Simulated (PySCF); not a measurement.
## Working out the ionisation energy of C+

C+ [He] 2s2 2p1 (2P) → C(2+) [He] 2s2 (1S). Computed with PySCF 2.14 in def2-TZVPPD, with no relativity, point nucleus. Frozen: 1s2. Energies in hartree (1 hartree = 27.21139 eV):

| part | C+ (lower) | C(2+) (upper) |
| --- | --- | --- |
| UHF | -37.295548 | -36.407300 |
| CCSD correlation | -0.073951 | -0.072718 |
| (T) | -0.001140 | 0.000000 |

Task: What does Hartree-Fock give?

Result: (-36.407300) − (-37.295548) = 0.888248 hartree = 24.170 eV.

Task: What do CCSD and CCSD(T) give?

Result: The CCSD correlation energies differ by 0.001233 hartree = 0.034 eV and the triples by 0.001140 hartree = 0.031 eV, so CCSD gives 24.204 eV and CCSD(T) 24.235 eV.

Measured between the centres of the two terms (NIST): 24.378 eV, so CCSD(T) (valence) is off by -0.143 eV.

The coupled-cluster amplitudes are large, so a single reference is strained.

What remains against the reference includes basis incompleteness, the frozen core and higher excitations.
